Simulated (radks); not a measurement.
Problem. The vanadium ion V10+ is in [Ne] 3s2 3p(1/2: 1, 3/2: 0). Calculated with a radial shooting solver on a logarithmic mesh with Libxc functionals: Dirac Kohn-Sham, BLYP, spin-unpolarised, spherical densities, finite nucleus; Fermi nuclear charge, rms radius of each element as measured or else 0.836 A^(1/3) + 0.57 fm. Sub-shells are occupied by j as written (lower j first in brackets). One electron is removed from 3s1/2, 2p1/2, 2p3/2, 3p1/2 in turn, with full relaxation. Which removal costs least, and what does each cost?

Solution. 3p1/2 255.37 eV; 3s1/2 282.60 eV; 2p3/2 782.26 eV; 2p1/2 789.87 eV. The 3p1/2 electron leaves first.
